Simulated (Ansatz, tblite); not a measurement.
Spin states of the cluster GeO₄, each relaxed with r2SCAN-D4/def2-SVP in Ansatz. Electronic energies in the gas phase.

The xTB rows come from tblite. Correlated methods freeze 13 core orbitals; core or outer-core shells of Ge are correlated, in sets that lack core-valence functions. In CCSD on the charge 0 triplet the largest single amplitude is 0.34, so its Hartree–Fock determinant may place the open shell otherwise than the density functionals do. The structure holds 2 bonds between oxygen atoms, so isomers without such links may lie far lower. In the quintet geometry the species has come apart into loosely held pieces. The structure comes from a short search, and lower isomers may exist.

Singlet geometry (C2v within 0.1 Å):

```xyz
5

Ge   -0.665    0.256    0.045
O     0.254   -1.284   -0.200
O     1.067    0.776    0.111
O     1.521   -0.585   -0.102
O    -2.177    0.837    0.146
```

Triplet geometry (Cs within 0.1 Å):

```xyz
5

Ge   -0.458    0.376    0.966
O    -0.514   -1.127   -0.442
O     1.316   -0.003   -0.011
O     0.786   -0.990   -0.755
O    -1.130    1.744    0.242
```

Quintet geometry:

```xyz
5

Ge   -1.4361    0.4021   -0.0132
O     1.0794   -0.3967   -1.2386
O    -1.1200   -0.9913    0.9671
O     1.9303   -0.6454   -0.4273
O    -0.4535    1.6313    0.7120
```

⟨S²⟩: triplet 2.02 at PBE0-D4/def2-TZVP (pure 2.00), quintet 6.03 at PBE0-D4/def2-TZVP (pure 6.00).

Run but left out: HF/STO-3G, HF/def2-TZVP, HF/def2-TZVPP, MP2/def2-TZVP, MP2/def2-TZVPP (triplet: a determinant that CCSD turns far, T1 0.056).

Only these spin states were relaxed. The quintet has fallen apart into loose fragments. The quintet has other bonds than the singlet, so the gap mixes isomer and spin.

```tsv
level	triplet − singlet (kJ/mol)	quintet − singlet (kJ/mol)	lowest of these	remarks
GFN1-xTB	196.0	522.5	singlet	–
GFN2-xTB	123.9	403.1	singlet	–
PBE-D4/def2-TZVP	82.8	107.7	singlet	–
r2SCAN-D4/def2-TZVP	89.6	83.1	singlet	–
r2SCANh-D4/def2-TZVP	93.8	73.9	singlet	–
PBE0-D4/def2-TZVP	101.1	91.9	singlet	–
ωB97M-V/def2-TZVP	121.5	118.3	singlet	–
CCSD/def2-TZVPP	145.3	103.5	singlet	large T1 (0.022) (singlet), large T1 (0.056) (triplet)
CCSD(T)/def2-TZVPP	153.6	140.2	singlet	large T1 (0.022) (singlet), large T1 (0.056) (triplet)
```

Change of the quintet − singlet gap on mixing in exact exchange, in kJ/mol: PBE to PBE0 (25 % exact exchange) -15.8; r2SCAN to r2SCANh (10 % exact exchange) -9.1.

The xTB methods have no term that favours high spin, so they put low spin too low.
